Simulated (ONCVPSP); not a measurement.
## niobium (Nb): one change to an ONCV potential, before and after

- Element: niobium
- Generator: ONCVPSP 4.0.1
- Type: optimised norm-conserving Vanderbilt (ONCV)
- Functional: PBE
- Relativity: scalar-relativistic
- Frozen core: [Ar] 3d10
- Valence charge: 13
- Reference configuration: 4s2 4p6 4d4 5s0.75 5p0.25
- Partial waves: 4s+5s: rc 1.50 bohr, ncon 4, nbas 9, qcut 6.7 1/bohr, 2 projectors; 4p+5p: rc 1.90 bohr, ncon 4, nbas 7, qcut 8 1/bohr, 2 projectors; 4d: rc 2.90 bohr, ncon 5, nbas 9, qcut 5.2 1/bohr, 2 projectors, debl 1 Ha
- Local potential: polynomial inside 1.25 bohr (lpopt 5, dvloc0 0 Ha)
- Core correction: Teter function, fcfact 2.25, rcfact 1.45

All-electron outer shells of the reference configuration (PBE, scalar-relativistic, ld1.x):

```
shell  level (eV)  outermost node (bohr)  outermost maximum (bohr)
   3p     -347.16                   0.17                      0.39
   3d     -196.61                      –                      0.33
   4s      -58.72                   0.53                      1.04
   4p      -34.85                   0.54                      1.12
   5s       -4.20                   1.41                      3.08
   4d       -3.34                   0.55                      1.49
   5p       -1.29                   1.62                      4.21
```

Change: all radii but the core radius scaled by about 1.10 (s 1.66, p 2.10, d 3.20 bohr); local potential polynomial inside 1.38 bohr (lpopt 5, dvloc0 0 Ha).

Cutoffs: the cutoffs (Ha) at which the residual kinetic energy of the hardest occupied pseudo-wave falls to 1 and 0.1 mHa per electron; they do not see the model core or the augmentation charge, which bear on the density cutoff. Errors are all-electron minus pseudo energies relative to the spin-unpolarised reference configuration.

Q: Predict the effect on cutoff, ghosts and configuration errors.

A: The potential gets softer (19 Ha and 24 Ha → 17 Ha and 20 Ha); of the 3 tests that both files solve, the error grows in 1 and shrinks in 0 by more than 15 % and 0.3 meV (median size 0.2 → 0.1 meV); neither file shows a bound ghost. A larger radius leaves more room for a smooth pseudo-wave, so fewer plane waves are needed.

| quantity | base | changed |
| --- | --- | --- |
| cutoff, loose | 19 Ha | 17 Ha |
| cutoff, tight | 24 Ha | 20 Ha |
| loose cutoff by channel | s 19 Ha, p 11 Ha, d 10 Ha | s 17 Ha, p 11 Ha, d 9.7 Ha |
| bound ghosts | none | none |
| GHOST(+) flags under 300 eV | s at 200.8 eV | s at 219.5 eV |
| tests with a reliable result | 3 of 4 | 3 of 4 |
| error for 4s2 4p6 4d4 5s1 5p0, meV [ΔE -0.72 eV] | +0.1 | +0.1 |
| error for 4s2 4p6 4d4 5s0 5p0, meV [ΔE 5.92 eV] | +0.2 | 0.0 |
| error for 4s2 4p6 4d3 5s2 5p0, meV [ΔE -1.24 eV] | +21 | +32 |
| rms error of d²Exc/dni dnj with the model core, mHa | 0.48 | 0.68 |
